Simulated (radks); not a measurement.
Spin polarisation of the 4p3 shell in Se+. Start: [Ar] 3d10 4s2 4p(up 1.5, down 1.5); electrons of 4p are moved from spin down to spin up, other shells keep equal spins. Calculated with a radial shooting solver on a logarithmic mesh with Libxc functionals: scalar-relativistic Kohn-Sham, BLYP, spin-polarised, spherical densities, point nucleus.

moment (Bohr magnetons),E - E(0) (eV),e(4p up) (eV),e(4p down) (eV),4s down minus up (eV)
0,0.000,-15.274,-15.274,0.000
0.75,-0.112,-15.551,-14.953,0.615
1.5,-0.446,-15.775,-14.601,1.212
2.25,-0.988,-15.945,-14.233,1.775
3,-1.724,-16.066,-13.855,2.303

At moment 3 the spin-polarisation energy is -1.724 eV and the 4p exchange splitting 2.211 eV, that is 0.737 eV per Bohr magneton; E = -I m^2/4 would give I = 0.766 eV.
